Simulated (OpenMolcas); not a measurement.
V2+ with its 6 nearest fluoride ions at 2.118 Å, on the Cd site of idealised cubic KCdF3 (a = 4.302 Å, distance in the model lattice 2.151 Å). The rest of the host is ab initio model potentials to 7.6 Å, with orthogonalisation functions on the cations behind the ligands, and point charges beyond; the distance is set by hand and nothing relaxes. Ligand basis ANO-RCC-VDZP.
```
V     0.0000    0.0000    0.0000
F     2.1180    0.0000    0.0000
F     0.0000    2.1180    0.0000
F    -2.1180    0.0000    0.0000
F     0.0000   -2.1180    0.0000
F     0.0000    0.0000    2.1180
F     0.0000    0.0000   -2.1180
```

- Program: OpenMolcas 26.06
- Method: SS-CASPT2, IPEA 0.25 Eh, imaginary shift 0.1 Eh (closed shells correlated: 3s 3p and the ligand valence shells)
- Basis: ANO-RCC-VDZP [5s4p2d1f]
- Scalar Hamiltonian: DKH2, point nucleus
- Active space: 3 electrons in 5 orbitals (3d)
- State averaging: 2S+1 = 4 even, 10 roots; 2S+1 = 2 even, 40 roots
- Spin-orbit coupling: RASSI with atomic mean-field integrals over the reference wave functions

Question: What is the spin-free ground state (labels of O, the rotations of Oh)?

Answer: 4A2, 1-fold in its orbital part, 100 % from free-ion F terms; it has the highest spin that d3 allows.

Question: Where is the first state of the same spin?

Answer: 4T2 at 11600 cm-1 above the ground state.

Question: What are the lowest two levels with spin-orbit coupling?

Answer: A 4-fold level Γ8, then a 2-fold level Γ7 11490 cm-1 above it. Their leading multiplicities are 4 (100 %) and 4 (100 %).

Question: What is χT at 300 K, and how does it compare with the textbook value?

Answer: The lowest level has 2S+1 = 4, for which the spin-only value is χT = S(S+1) / 2 = 1.875 cm3 K/mol (g = 2). The computed 1.854 at 300 K differs by -0.021, through orbital momentum, spin-orbit coupling and any other state in reach.

Roots that are degenerate in the reference are averaged as groups; the widest CASPT2 spread within a group is 170 cm-1 (the 3-fold group of multiplicity 2 near 26000 cm-1 above the lowest state of its run). Shifts and gaps below about the spread of the groups concerned are not significant. Over all roots computed the reference weight is 0.74 to 0.75; a low but even weight reflects the number of correlated electrons. Ligand-to-metal charge-transfer states are missing. These CASPT2 states fit no ligand-field parameters well, so their order and spin gaps are uncertain. With no ligand orbital active B as a rule stays too high, so bands that hang on it stand too high and its fall with covalency is understated. With one d shell and no ligand orbital active, 10Dq can be off by tens of per cent for divalent 3d ions, low with halides held by bare charges and at times high in hosts. Free-ion shares, where given, are those of the reference states; single-state CASPT2 does not remix them. No measured value stands beside these numbers; the geometry was set by hand and not optimised.
